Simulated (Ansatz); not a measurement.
System: 1,1,1-trifluoroethane, C2H3F3, net charge 0, singlet state. 
Structure (B3LYP-D3(BJ)/def2-TZVP (Ansatz, a first-principles code) minimum search):
```
C
F 1 1.3503
F 1 1.3503 2 107.01
F 1 1.3503 2 107.01 3 -114.42
C 1 1.5015 2 111.83 3 122.79
H 5 1.0883 1 109.29 2 180.00
H 5 1.0883 6 109.65 1 119.78
H 5 1.0883 6 109.65 7 120.45
```
Charge 0, spin multiplicity 1.

Basis-set convergence of Hartree-Fock and CCSD correlation energies (hartree) with Ansatz. Correlated levels leave the core frozen unless marked. No spin-orbit coupling. Non-relativistic.

```csv
basis,functions,E(HF),"E(corr, CCSD)"
cc-pVDZ,85,-375.83902,-0.85900
cc-pVTZ,192,-375.96585,-1.10149
cc-pVQZ,365,-375.99528,-1.18615
cc-pV5Z,620,-376.00320,-1.21676
```

Extrapolating the two largest sets (X = 4 and 5) as X^-3: E(corr) = (125·(-1.21676) - 64·(-1.18615))/61 = -1.2489 Eh, an estimate of the basis-set limit. The largest set recovers 97.4 % of it, the smallest 68.8 %.
